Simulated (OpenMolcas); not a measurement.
## Mo4+: moving the ligands

Mo4+ with 6 ligands (fluoride) in octahedral coordination (Oh) at 1.96 Å. A charge of +0.333 e stands 2.4 Å behind each ligand. Ligand basis ANO-RCC-VDZP.
```
Mo    0.0000    0.0000    0.0000
F     1.9600    0.0000    0.0000
F     0.0000    1.9600    0.0000
F    -1.9600    0.0000    0.0000
F     0.0000   -1.9600    0.0000
F     0.0000    0.0000    1.9600
F     0.0000    0.0000   -1.9600
```

```yaml
Program: OpenMolcas
Method: "SS-CASPT2, IPEA 0.25 Eh, imaginary shift 0.1 Eh (closed shells correlated: 4s 4p and the ligand valence shells)"
Basis: ANO-RCC-VDZP [6s5p3d1f]
Scalar_Hamiltonian: DKH2, point nucleus
Active_space: 2 electrons in 5 orbitals (4d)
State_averaging: 2S+1 = 3 even, 10 roots; 2S+1 = 1 even, 15 roots
Spin-orbit_coupling: RASSI with atomic mean-field integrals over the reference wave functions
```

Runs around this geometry, states (labels of O, the rotations of Oh). Energies in cm-1 above the lowest state or level, χT in cm3 K/mol; under a threefold ground state the first gap can be a small split of the lowest multiplet, not the spin-orbit step; 10Dq and B are least-squares fits to the states below 45000 cm-1, weighted by degeneracy, with a free offset, and given where the rms deviation is under 5 % of |10Dq| (or 100 cm-1) and under 700 cm-1.

```tsv
R (Å)	Ground state	First state of that spin	10Dq	B (rms of fit)	First gap with spin-orbit (degeneracies)	χT at 300 K	First state of another spin
1.89	3T1	3T2 34530	35591	568 (162)	26 (2, 3)	0.392	1T2 8040
1.96	3T1	3T2 29670	30207	596 (396)	31 (2, 3)	0.376	1T2 8110
2.08	3T1	3T2 23270	24226	577 (172)	43 (2, 3)	0.351	1T2 8130
```

Taking |10Dq| as R^-n, n = -ln(24226 / 35591) / ln(2.08 / 1.89) = 4.0 between the shortest and longest distance. The point-charge formula for a cubic d site gives n = 5.

Roots that are degenerate in the reference are averaged as groups; the widest CASPT2 spread within a group is 320 cm-1 (the 3-fold group of multiplicity 1 near 37300 cm-1 above the lowest state of its run, R = 1.96). Shifts and gaps below about the spread of the groups concerned are not significant. Over all roots computed the reference weight is 0.70 to 0.71 in R = 1.89, 0.70 to 0.71 in R = 1.96, 0.69 to 0.70 in R = 2.08; a low but even weight reflects the number of correlated electrons. An orbital triplet at a regular site is open to Jahn-Teller coupling, which can distort the site and quench the lowest spin-orbit gaps and is left out. Ligand-to-metal charge-transfer states are missing. With no ligand orbital active B as a rule stays too high, so bands that hang on it stand too high and its fall with covalency is understated. With one d shell and no ligand orbital active, 10Dq can be off by a tenth or more. The least metal-like active orbital is 77 % on the metal (Löwdin) and no ligand orbital is active, so the numbers are rough (holds for R = 1.89). The least metal-like active orbital is 78 % on the metal (Löwdin) and no ligand orbital is active, so the numbers are rough (holds for R = 1.96). The least metal-like active orbital is 80 % on the metal (Löwdin) and no ligand orbital is active, so the numbers are rough (holds for R = 2.08). No measured value stands beside these numbers; the geometry is a model, was not optimised and need not be the one that this ion takes.
